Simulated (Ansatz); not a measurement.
The first iterations of a band of CH3F3Ti + H2 (10 atoms, charge 0, multiplicity 1).

Level of theory: Ansatz, RKS revPBE-D4/def2-SVP.

```yaml
movable_images: 7
climbing_image: yes
spring: 5.0 eV/Å²
optimiser: lbfgs
start_path: through a guess of the saddle point
force_threshold: 0.05 eV/Å
iteration_limit: 60
end_points: relaxed
largest_step: 0.5 Å
```

First end point:

```xyz
10
Properties=species:S:1:pos:R:3
Ti -0.613 -0.955 -0.450
C 1.048 0.217 -0.761
F -0.288 -2.498 -1.218
F -0.797 -1.105 1.294
F -1.963 -0.118 -1.195
H -0.686 1.971 2.429
H -0.726 1.212 2.341
H 0.884 1.205 -0.279
H 1.207 0.351 -1.853
H 1.934 -0.280 -0.309
```

Last end point:

```xyz
10
Properties=species:S:1:pos:R:3
Ti -1.329 -1.165 0.425
C 1.336 1.150 -0.459
F 0.193 -2.008 0.244
F -2.607 -2.264 0.871
F -1.772 -0.218 -0.977
H 1.029 1.472 0.556
H -1.170 -0.100 1.729
H 2.153 1.806 -0.818
H 0.473 1.224 -1.147
H 1.694 0.104 -0.423
```

| iteration | highest image above the first end (eV) | largest band force component (eV/Å) |
| --- | --- | --- |
| 1 | 2.876 | 14.977 |
| 2 | 1.496 | 3.748 |
| 3 | 1.410 | 3.072 |
| 4 | 1.241 | 7.523 |
| 5 | 1.195 | 1.469 |
| 6 | 1.181 | 1.281 |
| 7 | 1.125 | 9.777 |
| 8 | 1.123 | 2.438 |
| 9 | 1.121 | 1.434 |
| 10 | 1.116 | 0.922 |
| 11 | 1.113 | 0.404 |
| 12 | 1.112 | 0.358 |
| 13 | 1.105 | 0.696 |
| 14 | 1.104 | 0.258 |
| 15 | 1.102 | 0.460 |
| 16 | 1.101 | 0.220 |
| 17 | 1.099 | 0.409 |
| 18 | 1.098 | 0.187 |
| 19 | 1.096 | 0.509 |
| 20 | 1.095 | 0.153 |

Task: Does the band converge within its limit, and where does its top end?

Result: It did not converge within its limit. It ended after 60 iterations with the highest image 1.065 eV above the first end. The band didn't meet its force threshold, so its energies are provisional: the largest band force was still 0.06 eV/Å, and over the last iterations the top stayed at 1.07 eV. The orbitals stay closed-shell, which can raise the energy where a bond breaks towards radicals; this wasn't checked here.

The run took 16 min on 2 threads of Intel(R) Xeon(R) Platinum 8375C CPU @ 2.90GHz (Ice Lake), with other jobs on the host, peak memory 0.2 GiB.
